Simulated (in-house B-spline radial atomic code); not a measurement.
How G0W0 and RPA depend on the start: the titanium ion Ti¹²⁺

Configuration [He] 2s2 2p6. Computed with an all-electron radial atomic-structure program (B-spline basis): all electrons, non-relativistic, point nucleus, each spin shell either full or empty, empty states to l = 9 with an (l + 1/2)⁻⁴ tail; G0W0 by contour deformation at full frequency.

```json
{"start": "Hartree-Fock", "mean-field 2p (eV)": "-789.93", "G0W0 (eV)": "-788.48", "QP weight": "0.993", "RPA correlation (Eh)": "-0.59252"}
{"start": "PBE", "mean-field 2p (eV)": "-750.88", "G0W0 (eV)": "?", "QP weight": "?", "RPA correlation (Eh)": "?"}
{"start": "wB97X", "mean-field 2p (eV)": "-761.15", "G0W0 (eV)": "?", "QP weight": "?", "RPA correlation (Eh)": "?"}
{"start": "LDA VWN5", "mean-field 2p (eV)": "-750.37", "G0W0 (eV)": "-788.46", "QP weight": "0.990", "RPA correlation (Eh)": "-0.62636"}
{"start": "BLYP", "mean-field 2p (eV)": "-751.06", "G0W0 (eV)": "-788.14", "QP weight": "0.990", "RPA correlation (Eh)": "-0.62618"}
```

(1) What G0W0 level, weight and RPA correlation energy follow from the wB97X start?

(2) What G0W0 level, weight and RPA correlation energy follow from the PBE start?

(3) How much of the dependence on the start does G0W0 remove?

## Answers

(1) G0W0 level -788.04 eV, weight 0.991, RPA correlation -0.61683 hartree.

(2) G0W0 level -788.19 eV, weight 0.990, RPA correlation -0.62598 hartree.

(3) The mean-field levels span 39.6 eV and the G0W0 levels 0.439 eV. Against 787.67 ± 0.04 eV (NIST, measured) the G0W0 removal energies are off by +0.37 to +0.81 eV, with relativity, Breit and QED terms left out.
